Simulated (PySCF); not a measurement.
An unknown is described by computed data only.

Elements present: C, H, N and P. Monoisotopic mass: 115.0551 u.

| Quantity | Value |
| --- | --- |
| 1H NMR | chemical shifts (computed TMS as zero) by class: 2.06 (2 H), 1.34 (2 H), 1.30 (3 H), 1.19 (3 H) ppm [GIAO PBE0/pcSseg-1] |
| Rotational structure | rotational constants A, B, C: 5.375, 1.122, 1.013 GHz [GFN2-xTB] |
| 13C NMR | chemical shifts (computed TMS as zero) by class: 121.7 (1 C), 32.6 (1 C), 19.3 (1 C), 15.6 (1 C), 12.3 (1 C) ppm [GIAO PBE0/pcSseg-1] |
| Triplet | lowest triplet excitation (Tamm–Dancoff): 5.41 eV [TDA wB97X-D/def2-SVPD] |
| Dipole | 4.88 D [wB97X-D/def2-SVPD] |
| Polarisability | 89.9 au [wB97X-D/def2-SVPD] |
| UV, strongest line | among the 8 lowest singlet transitions: S7 at 8.04 eV (154 nm, f = 0.146) [TDDFT wB97X-D/def2-SVPD] |

Electronic properties: PySCF, gas phase, density fitting. Levels stand in brackets. Isolated species at its GFN2-xTB geometry (one conformer only). Each NMR value is the plain mean over a class of atoms that symmetry, rotation or inversion makes alike.

Question: Which formula fits the mass and the elements?

Answer: C5H10NP (calculated 115.0551). No other formula that holds each of these elements comes within 0.0003 u with a fitting electron parity and a possible valence count.

Question: Propose a structure and show how it fits.

Answer: Numbering: `[CH3:1][CH2:2][P:3]([CH3:4])[CH2:5][C:6]#[N:7]`. 5 carbons fall into 5 classes; from least to most shielded: nitrile carbon [C6] (121.7 ppm), sp3 carbon bound to phosphorus [C2] (32.6 ppm), sp3 carbon bound to phosphorus [C5] (19.3 ppm), sp3 carbon bound to phosphorus [C4] (15.6 ppm), methyl carbon [C1] (12.3 ppm). Hydrogen classes from least to most shielded: 2 H on an sp3 carbon bound to phosphorus, C5 (2.06 ppm), 2 H on an sp3 carbon bound to phosphorus, C2 (1.34 ppm, a mean of values up to 0.6 ppm apart in this geometry), 3 H on an sp3 carbon bound to phosphorus, C4 (1.30 ppm, a mean of values up to 1.3 ppm apart in this geometry), 3 H on a methyl carbon, C1 (1.19 ppm). The optimised geometry has point group C1 and is an asymmetric top. Structure: `CCP(C)CC#N`. Computed isomers that give other values at the same levels: `C#CCP(N)CC` (13C chemical shifts (computed TMS as zero) by class: 85.9 (1 C), 76.4 (1 C), 36.2 (1 C), 26.0 (1 C), 9.1 (1 C) ppm); `C=PN1CCCC1` (13C chemical shifts (computed TMS as zero) by class: 122.3 (1 C), 54.0 (2 C), 30.3 (2 C) ppm); `C=P1(N(C)C)C=C1` (13C chemical shifts (computed TMS as zero) by class: 182.1 (2 C), 39.6 (2 C), -0.1 (1 C) ppm). The assignments are read from this structure; whether some other isomer fits the data as well wasn't checked.

Shape of the structure used: `[CH3:1][CH2:2][P:3]([CH3:4])[CH2:5][C:6]#[N:7]`: C1–C2–P3–C4 -79°, C2–P3–C5–C6 167°.
